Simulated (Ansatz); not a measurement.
Cost and result for the atomization energy of `CO[B](F)[GaH2]` (10 atoms, 9 bonds).

```xyz
10

C     0.5179    1.8779   -0.0549
O     0.1220    0.5994    0.4266
B    -0.0931   -0.4623   -0.3701
F     0.0669   -0.3339   -1.6962
Ga   -0.6725   -2.2915    0.4954
H    -0.2264    2.6101    0.2611
H     1.4792    2.1329    0.3933
H     0.6064    1.8926   -1.1418
H     0.3850   -3.3592    0.9661
H    -2.1854   -2.6660    0.7205
```

The species carries charge 0 and has multiplicity 1. Correlated methods include outer-core shells of Ga, which these sets cover unevenly. Scalar relativity is left out up to krypton. The structure was optimised at the PBE0-D4/def2-TZVP level. It is one conformer, not always the lowest. Program: Ansatz. All runs use 4 threads of an Arm Neoverse V1 on a shared host. Times are those of one run each, without the atoms' runs, and a repeat can differ threefold. Electronic energies, without spin–orbit coupling; frozen cores. CCSD(T)/CBS adds CCSD(T) − MP2 in def2-TZVPP to the MP2 limit, and its time is that of the two runs behind it. T1 = 0.014. With those shells the extrapolation isn't a true limit. HSE06 is the plane-wave form, built on full-range PBE exchange.

CCSD(T)/CBS is a level of theory with its own doubt, some kJ/mol a heavy atom from the limit and from the frozen cores, so smaller differences don't rank the functionals.

```
                           level  functions  wall time  atomization (kJ/mol)  difference from CCSD(T)/CBS  per bond
          LDA (SPW92)/def2-TZVPP        242      1.4 s                4149.7                        544.1      60.5
              BLYP-D4/def2-TZVPP        242      2.2 s                3591.2                        -14.4      -1.6
 PBE-D4/def2-TZVPP (with forces)        242      2.7 s                3668.6                         63.0       7.0
              PBE0-D4/def2-TZVPP        242      3.3 s                3600.4                         -5.2      -0.6
             BHLYP-D4/def2-TZVPP        242      3.5 s                3492.2                       -113.4     -12.6
             HSE06-D4/def2-TZVPP        242      3.5 s                3602.8                         -2.8      -0.3
         CAM-B3LYP-D4/def2-TZVPP        242      3.9 s                3631.5                         25.9       2.9
              ωB97X-V/def2-TZVPP        242        9 s                3617.0                         11.4       1.3
                CCSD(T)/def2-SVP        113       10 s                3444.9                       -160.7     -17.8
ωB97M-V/def2-TZVPP (with forces)        242       13 s                3612.0                          6.4       0.7
                  MP2/def2-QZVPP        467       26 s                3651.6                         46.0       5.1
              CCSD(T)/def2-TZVPP        242      4 min                3530.9                        -74.7      -8.3
               CCSD(T)/CBS(def2)          –    4.4 min                3605.6                          0.0       0.0
```

In def2-TZVPP, CCSD(T) changes the Hartree–Fock value by +856.1 kJ/mol (the triples alone add +50.5 kJ/mol) and MP2 by +932.5 kJ/mol; breaking electron pairs costs correlation energy, which Hartree–Fock lacks. From BLYP to BHLYP (50 % exact exchange), in def2-TZVPP and without D4, the atomization energy moves by −82.6 kJ/mol: exact exchange takes away binding that semilocal exchange gives to molecules. The D4 term adds +27.7 kJ/mol with B3LYP and +14.5 kJ/mol with PBE0; it sums over pairs of atoms, weighted by their polarisabilities, and B3LYP, whose exchange is more repulsive, gets the larger term.

B3LYP here is the variant with VWN-RPA as its local correlation; programs differ in this.
